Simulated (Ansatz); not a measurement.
BGaH₅ISi, SMILES `[GaH2][BH][SiH2]I`, 9 atoms. The species carries charge 0 and has multiplicity 1. Correlated methods include outer-core shells of Ga, I, which these sets cover unevenly. Scalar relativity is left out up to krypton. I takes the def2 core potential. All runs use 4 threads of an Arm Neoverse V2 on a shared host. Correlated methods freeze the cores.

**Question.** Give the basis size and wall time and peak host memory of each of these runs in Ansatz. RKS ωB97M-V/def2-QZVPP energy; RKS PBE0-D4/def2-QZVPP energy; RKS ωB97M-V/def2-SVP energy; RKS r2SCAN-D4/def2-TZVPP energy and forces; RHF-CCSD(T)/def2-SVP energy; RKS PBE0-D4/def2-SVP energy; RHF-CCSD(T)/def2-TZVPP energy; direct RPA on PBE orbitals/def2-TZVPP energy; RHF-MP2/def2-QZVPP energy; RKS revPBE-D4/def2-TZVPP energy; RKS PBE0-D4/def2-TZVP relaxation (19 steps); RKS BLYP-D4/def2-TZVPP energy. (An estimate is asked.)

**Answer.** The calculation gave: Other jobs shared the machine, so times are rough.

```json
{"level": "RKS PBE0-D4/def2-SVP", "job": "energy", "functions": "115", "wall time": "1.8 s", "peak host memory (GiB)": "0.29"}
{"level": "RKS revPBE-D4/def2-TZVPP", "job": "energy", "functions": "241", "wall time": "2.5 s", "peak host memory (GiB)": "0.35"}
{"level": "RKS BLYP-D4/def2-TZVPP", "job": "energy", "functions": "241", "wall time": "2.7 s", "peak host memory (GiB)": "0.35"}
{"level": "RKS r2SCAN-D4/def2-TZVPP", "job": "energy and forces", "functions": "241", "wall time": "5.5 s", "peak host memory (GiB)": "0.38"}
{"level": "direct RPA on PBE orbitals/def2-TZVPP", "job": "energy", "functions": "241", "wall time": "6.5 s", "peak host memory (GiB)": "0.64"}
{"level": "RKS ωB97M-V/def2-SVP", "job": "energy", "functions": "115", "wall time": "8.5 s", "peak host memory (GiB)": "0.43"}
{"level": "RHF-CCSD(T)/def2-SVP", "job": "energy", "functions": "115", "wall time": "10 s", "peak host memory (GiB)": "0.6"}
{"level": "RKS PBE0-D4/def2-QZVPP", "job": "energy", "functions": "448", "wall time": "12 s", "peak host memory (GiB)": "2"}
{"level": "RHF-MP2/def2-QZVPP", "job": "energy", "functions": "448", "wall time": "25 s", "peak host memory (GiB)": "2.6"}
{"level": "RKS ωB97M-V/def2-QZVPP", "job": "energy", "functions": "448", "wall time": "27 s", "peak host memory (GiB)": "2.4"}
{"level": "RKS PBE0-D4/def2-TZVP", "job": "relaxation (19 steps)", "functions": "196", "wall time": "78 s", "peak host memory (GiB)": "0.65"}
{"level": "RHF-CCSD(T)/def2-TZVPP", "job": "energy", "functions": "241", "wall time": "4 min", "peak host memory (GiB)": "4.9"}
```
